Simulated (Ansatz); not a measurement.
One change: `[SiH3]S[CH2][GeH3]` becomes `OCS[SiH3]`.

Ansatz, PBE0-D4/def2-TZVP geometries, multiplicity 1. Each molecule was computed in one conformer, which needn't be the lowest.

Scalar relativity is left out up to krypton.

```tsv
property	`[SiH3]S[CH2][GeH3]`
LUMO energy (PBE0/def2-TZVPP) / eV	-0.08
HOMO energy (B3LYP/def2-TZVPP) / eV	-6.80
HOMO energy (ωB97M-V/def2-TZVPP) / eV	-9.23
LUMO energy (PBE/def2-TZVPP) / eV	-0.95
HOMO–LUMO gap (B3LYP/def2-TZVPP) / eV	6.52
HOMO energy (PBE/def2-TZVPP) / eV	-5.84
```

(1) What does the change do to each property? (An estimate is asked.)

Answers

(1) Computed: 
| property | `OCS[SiH3]` | shift |
| --- | --- | --- |
| LUMO energy (PBE0/def2-TZVPP) / eV | -0.10 | -0.02 |
| HOMO energy (B3LYP/def2-TZVPP) / eV | -7.06 | -0.26 |
| HOMO energy (ωB97M-V/def2-TZVPP) / eV | -9.49 | -0.26 |
| LUMO energy (PBE/def2-TZVPP) / eV | -0.97 | -0.02 |
| HOMO–LUMO gap (B3LYP/def2-TZVPP) / eV | 6.74 | 0.22 |
| HOMO energy (PBE/def2-TZVPP) / eV | -6.06 | -0.22 |

The zero-point energy changes by -21.2 kJ/mol with -6 modes.

B3LYP here is the variant with VWN-RPA as its local correlation; programs differ in this.
